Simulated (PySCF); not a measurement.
`CO[Si@@H]1CC[C@H](C#N)[SiH2]O1`: 4 charge schemes on one density

Compound: C5H11NO2Si2.
Numbering: `[CH3:1][O:2][Si@@H:3]1[CH2:4][CH2:5][C@H:6]([C:7]#[N:8])[SiH2:9][O:10]1` (hydrogens: H11, H12, H13 on C1; H14 on Si3; H15, H16 on C4; H17, H18 on C5; H19 on C6; H20, H21 on Si9)

Cartesian coordinates in Å at the GFN2-xTB level; atoms count from 1:
```
atom  x, y, z in Å
C1    -3.241    0.381    1.115
O2    -2.232   -0.467    0.637
Si3   -1.238   -0.234   -0.615
C4     0.097   -1.564   -0.420
C5     1.285   -1.105    0.430
C6     2.034    0.088   -0.195
C7     3.287    0.282    0.465
N8     4.279    0.449    1.012
Si9    0.989    1.698   -0.115
O10   -0.514    1.235   -0.515
H11   -3.511    0.047    2.117
H12   -2.894    1.414    1.153
H13   -4.117    0.326    0.466
H14   -1.898   -0.160   -1.913
H15    0.462   -1.854   -1.406
H16   -0.322   -2.463    0.032
H17    1.985   -1.941    0.543
H18    0.940   -0.835    1.431
H19    2.252   -0.147   -1.244
H20    0.952    2.222    1.248
H21    1.397    2.647   -1.143
```

Density: PBE0/pcSseg-1 (PySCF); schemes: Mulliken, IAO, Hirshfeld and ESP-fitted. One conformer (not necessarily the lowest) at the GFN2-xTB geometry, without solvent, vibrations or thermal averaging.

Question: What partial charge does each atom carry?

Answer: In e; atoms taken as equivalent share a row and are averaged (×n: the atom named and its like, n in all):

```json
{"atom": "C1", "environment": "methoxy carbon", "Mulliken": "-0.011", "IAO": "-0.199", "Hirshfeld": "-0.030", "ESP-fitted": "-0.194"}
{"atom": "O2", "environment": "silyl ether oxygen", "Mulliken": "-0.637", "IAO": "-0.640", "Hirshfeld": "-0.227", "ESP-fitted": "-0.350"}
{"atom": "Si3", "environment": "oxygen-bound silicon", "Mulliken": "+1.152", "IAO": "+1.314", "Hirshfeld": "+0.467", "ESP-fitted": "+0.738"}
{"atom": "C4", "environment": "sp3 carbon bound to silicon", "Mulliken": "-0.532", "IAO": "-0.580", "Hirshfeld": "-0.163", "ESP-fitted": "-0.494"}
{"atom": "C5", "environment": "ring CH2 carbon", "Mulliken": "-0.210", "IAO": "-0.231", "Hirshfeld": "-0.054", "ESP-fitted": "+0.109"}
{"atom": "C6", "environment": "sp3 carbon bound to silicon", "Mulliken": "-0.587", "IAO": "-0.443", "Hirshfeld": "-0.094", "ESP-fitted": "-0.253"}
{"atom": "C7", "environment": "nitrile carbon", "Mulliken": "+0.116", "IAO": "+0.136", "Hirshfeld": "+0.075", "ESP-fitted": "+0.292"}
{"atom": "N8", "environment": "nitrile nitrogen", "Mulliken": "-0.245", "IAO": "-0.266", "Hirshfeld": "-0.241", "ESP-fitted": "-0.464"}
{"atom": "Si9", "environment": "oxygen-bound silicon", "Mulliken": "+0.931", "IAO": "+1.037", "Hirshfeld": "+0.424", "ESP-fitted": "+0.618"}
{"atom": "O10", "environment": "siloxane oxygen", "Mulliken": "-0.752", "IAO": "-0.887", "Hirshfeld": "-0.307", "ESP-fitted": "-0.489"}
{"atom": "H11/H12/H13", "environment": "methyl hydrogen", "Mulliken": "+0.110", "IAO": "+0.142", "Hirshfeld": "+0.047", "ESP-fitted": "+0.117"}
{"atom": "H14", "environment": "Si–H hydrogen", "Mulliken": "-0.143", "IAO": "-0.174", "Hirshfeld": "-0.087", "ESP-fitted": "-0.136"}
{"atom": "H15", "environment": "methylene hydrogen", "Mulliken": "+0.140", "IAO": "+0.144", "Hirshfeld": "+0.039", "ESP-fitted": "+0.125"}
{"atom": "H16", "environment": "methylene hydrogen", "Mulliken": "+0.157", "IAO": "+0.166", "Hirshfeld": "+0.050", "ESP-fitted": "+0.128"}
{"atom": "H17", "environment": "methylene hydrogen", "Mulliken": "+0.150", "IAO": "+0.150", "Hirshfeld": "+0.046", "ESP-fitted": "+0.051"}
{"atom": "H18", "environment": "methylene hydrogen", "Mulliken": "+0.145", "IAO": "+0.140", "Hirshfeld": "+0.044", "ESP-fitted": "+0.041"}
{"atom": "H19", "environment": "methine hydrogen", "Mulliken": "+0.184", "IAO": "+0.175", "Hirshfeld": "+0.060", "ESP-fitted": "+0.140"}
{"atom": "H20", "environment": "Si–H hydrogen", "Mulliken": "-0.090", "IAO": "-0.136", "Hirshfeld": "-0.071", "ESP-fitted": "-0.093"}
{"atom": "H21", "environment": "Si–H hydrogen", "Mulliken": "-0.096", "IAO": "-0.133", "Hirshfeld": "-0.072", "ESP-fitted": "-0.118"}
```

Mean size of the charges over all atoms: IAO 0.351 e, Mulliken 0.315 e, ESP-fitted 0.247 e, Hirshfeld 0.128 e. Each set sums to the total charge, 0, to within 0.001 e. The Mulliken scheme counts on each atom the diagonal of the density matrix times the overlap matrix over that atom's basis functions.

Lowest charge. The schemes don't all agree: Mulliken O10 (-0.752); IAO O10 (-0.887); Hirshfeld O10 (-0.307); ESP-fitted C4 (-0.494).

Highest charge. All schemes agree: Mulliken Si3 (+1.152); IAO Si3 (+1.314); Hirshfeld Si3 (+0.467); ESP-fitted Si3 (+0.738).

Question: How many electrons does the Hirshfeld scheme count on C7?

Answer: Z − q = 6 − (+0.075) = 5.925.

Question: Sum the charges by element, for elements with more than one atom.

Answer: 
```
element  atoms  Mulliken     IAO  Hirshfeld  ESP-fitted
      C      5    -1.226  -1.317     -0.266      -0.541
      O      2    -1.390  -1.528     -0.534      -0.839
     Si      2    +2.083  +2.351     +0.891      +1.355
      H     11    +0.777  +0.760     +0.150      +0.488
```
